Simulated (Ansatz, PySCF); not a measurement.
Species: CH₆O₃Sn (charge 0, singlet). 
Structure (B3LYP-D3(BJ)/def2-TZVP (Ansatz, a program for electronic structure) minimum search):
```
Sn
O 1 1.9747
H 2 0.9637 1 111.86
O 1 1.9747 2 106.33 3 -106.49
H 4 0.9637 1 111.86 2 6.53
O 1 1.9747 2 106.33 3 6.53
H 6 0.9637 1 111.86 2 -106.49
C 1 2.1276 2 112.46 3 130.02
H 8 1.0875 1 108.78 2 -85.23
H 8 1.0875 9 110.15 1 -119.15
H 8 1.0875 9 110.15 10 -121.70
```

Dipole moments at this geometry, in debye (magnitudes).

```tsv
level	program	dipole (D)
SVWN5/def2-TZVPD	Ansatz	0.55
PBE/def2-TZVPD	PySCF	0.56
BLYP/def2-TZVPD	Ansatz	0.59
revPBE/def2-TZVPD	Ansatz	0.56
r2SCAN/def2-TZVPD	Ansatz	0.55
B97M-V/def2-TZVPD	Ansatz	…
B3LYP/def2-TZVPD	Ansatz	0.58
r2SCAN0/def2-TZVPD	Ansatz	0.55
M06-2X/def2-TZVPD	PySCF	0.51
CAM-B3LYP/def2-TZVPD	Ansatz	0.54
LC-wPBE/def2-TZVPD	Ansatz	0.46
wB97X-V/def2-TZVPD	Ansatz	0.53
CCSD(T)/def2-SVPD	Ansatz	…
```

Q: Fill in the missing entries.

A: 
- B97M-V/def2-TZVPD, dipole (D): 0.52
- CCSD(T)/def2-SVPD, dipole (D): 0.49
